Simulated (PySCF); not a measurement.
**`N[Si@H]([Ge@@H]([C]#N)[SiH3])[SiH3]`, CH10GeN2Si3**

Geometry:
```
atom   x (Å)   y (Å)   z (Å)
  N1  -0.785   0.068  -3.055
  C2  -0.929   0.240  -1.928
 Ge3  -1.071   0.414  -0.021
 Si4  -3.277  -0.257   0.486
 Si5   1.070  -0.348   0.685
  N6   1.196  -1.851  -0.164
 Si7   2.741   1.247   0.354
  H8  -1.049   1.950   0.016
  H9  -3.371  -0.547   1.919
 H10  -4.240   0.798   0.165
 H11  -3.623  -1.465  -0.264
 H12   0.964  -0.788   2.088
 H13   0.993  -1.858  -1.152
 H14   1.980  -2.456   0.020
 H15   3.608   1.381   1.530
 H16   3.621   0.917  -0.773
 H17   2.165   2.568   0.083
```

Computed, not measured: PySCF 2.14.0, TDDFT PBE0/def2-SVPD circular dichroism and optical rotation, one conformer, gas phase. Geometry: GFN2-xTB.

The molecule is flexible and this is one conformer; a measurement averages over conformers. The calculation is non-relativistic, which matters for the atoms heavier than Zn.

(1) Draw the ECD and absorption spectra from the lowest 16 states, each a Gaussian of half-width 0.35 eV at 1/e height.

Answers

(1) 
```
E (eV)  λ (nm)  Δε (L mol⁻¹ cm⁻¹)  ε (L mol⁻¹ cm⁻¹)
  4.38     283              -1.78               347
  4.53     274              -4.82              1010
  4.68     265              -8.50              2120
  4.83     257              -8.52              3320
  4.98     249              -1.42              4080
  5.13     242              +9.09              4110
  5.28     235             +14.67              3390
  5.43     228             +12.65              2270
  5.58     222              +8.70              1630
  5.73     217             +10.04              2740
  5.88     211             +19.31              6870
  6.03     206             +30.83             14000
  6.18     201             +31.92             21200
  6.33     196             +15.50             24600
  6.48     191              -9.25             23300
  6.63     187             -26.76             19500
  6.78     183             -31.26             15700
  6.93     179             -26.50             13100
  7.08     175             -16.46             11400
```
Δε uses R in velocity form, ε uses f in length form. Only the states computed contribute, so the short-wavelength end is incomplete.
